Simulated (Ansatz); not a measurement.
System: sum formula H$_{3}$BNO$_{2}$ (charge -1, singlet). It need not be the lowest isomer of its formula. Whether it binds its extra electron was not tested at this geometry. 
Structure (B3LYP-D3(BJ)/def2-TZVP (Ansatz, a program for electronic structure) minimum search):
```xyz
7

N     -1.0409     1.0671    -0.0145
B     -0.0620     0.1111     0.0041
O     -0.3741    -1.2888    -0.1815
O      1.3551     0.2726     0.1940
H     -0.6772     2.0060     0.1288
H     -1.3290    -1.2995    -0.2990
H      1.7539    -0.6019     0.1504
```
Charge -1, spin multiplicity 1.

Basis-set convergence of Hartree-Fock and CCSD(T) correlation energies (hartree) with Ansatz. Cores are frozen in the correlated levels unless marked. No spin-orbit coupling. Non-relativistic. This anion needs diffuse functions, which these sets lack.

```
basis    functions       E(HF)  E(corr, CCSD(T))
-------  ---------  ----------  ----------------
cc-pVDZ         71  -230.71235          -0.67087
cc-pVTZ        162  -230.80115          -0.85013
cc-pVQZ        310  -230.82408          -0.90943
cc-pV5Z        529  (withheld)        (withheld)
```

Q: Some entries are withheld; supply them.

A: 
- cc-pV5Z, E(HF): -230.83118
- cc-pV5Z, E(corr, CCSD(T)): -0.93047
